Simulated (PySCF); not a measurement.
Molecule: m-cresol, C7H8O.

Bonds (- single, = double, # triple, : aromatic): C1-C2, C2:C3, C3:C4, C4:C5, C5:C6, C6-O7, C6:C8, C8:C2. C1 carries H9, H10, H11; C3 carries H12; C4 carries H13; C5 carries H14; O7 carries H15; C8 carries H16.

Frames of a GFN2-xTB Langevin trajectory at 600 K; GIAO PBE0/pcSseg-1 shieldings in PySCF 2.14, gas phase, non-relativistic; equivalent atoms averaged within each frame.

Shifts are taken against calculated references (same method and geometry level): 13C (σref 186.93) and 1H (σref 31.72) vs TMS; 17O (σref 336.08) against H2O. The references are static minima.

Problem. How do the shifts (ppm) fluctuate along the trajectory?

Solution. 
| time (fs) | C6 | C2 | C4 | C3 | C8 | C5 | C1 | O7 | H12 | H13 |
| --- | --- | --- | --- | --- | --- | --- | --- | --- | --- | --- |
| 250 | 161.2 | 147.0 | 140.9 | 131.4 | 122.7 | 111.6 | 33.8 | 156.4 | 8.09 | 7.37 |
| 425 | 175.6 | 141.8 | 140.7 | 130.5 | 122.9 | 130.6 | 17.1 | 131.9 | 7.99 | 7.84 |
| 625 | 169.1 | 148.4 | 135.8 | 107.2 | 128.1 | 126.1 | 23.9 | 125.9 | 6.04 | 8.05 |
| 800 | 170.8 | 156.4 | 151.3 | 138.5 | 122.5 | 120.1 | 23.6 | 155.0 | 7.61 | 8.50 |
| 1000 | 166.7 | 139.5 | 144.1 | 126.1 | 123.2 | 118.2 | 25.1 | 123.4 | 7.52 | 7.43 |
| mean of frames | 168.7 | 146.6 | 142.5 | 126.8 | 123.9 | 121.3 | 24.7 | 138.5 | 7.45 | 7.84 |
| standard deviation | 5.3 | 6.6 | 5.7 | 11.8 | 2.4 | 7.3 | 6.0 | 16.0 | 0.82 | 0.47 |

5 frames give an uncertainty of the mean of about the standard deviation over 2.2 at best, since frames this close in time may not be independent; classical motion lacks zero-point vibration, and the reference would need the same averaging.
